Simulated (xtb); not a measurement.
C₂H₆N, SMILES C=[NH+]C, charge +1. All values are semi-empirical tight-binding results from xtb (GFN2-xTB unless named), good for trends rather than for accurate numbers. Geometry optimised at GFN2-xTB. The isomer is the one that the SMILES or the coordinates give; other isomers of the formula were not compared.

Question: Estimate the properties. (Estimate from the structure and the level; the computed values follow.)

Answer: 
```json
{
  "point_group_as_xtb_finds_it": "Cs",
  "orbital_gap": "4.33 eV",
  "zero_point_energy": "49.3 kcal/mol",
  "G − E(el) at 298.15 K (modified RRHO)": "33.6 kcal/mol",
  "static polarisability (D4 model)": "32.7 bohr³",
  "solvation energy, GFN2-xTB/ALPB(water)": "-65.2 kcal/mol",
  "solvation energy, GFN2-xTB/ALPB(ether)": "-53.8 kcal/mol"
}
```

Computed IR lines (harmonic; lines under 4 % of the strongest left out, lines within 3 cm⁻¹ merged):
ν (cm⁻¹): 581 (m), 937 (w), 1016 (m), 1025 (vs), 1189 (w), 1316 (w), 1353 (w), 1378 (s), 1400 (m), 1427 (m), 1714 (w), 2995 (w), 3016 (m), 3043 (m), 3082 (m), 3243 (s) (against the strongest line: vs over 80 %, s over 45 %, m over 15 %, w over 4 %, vw less)
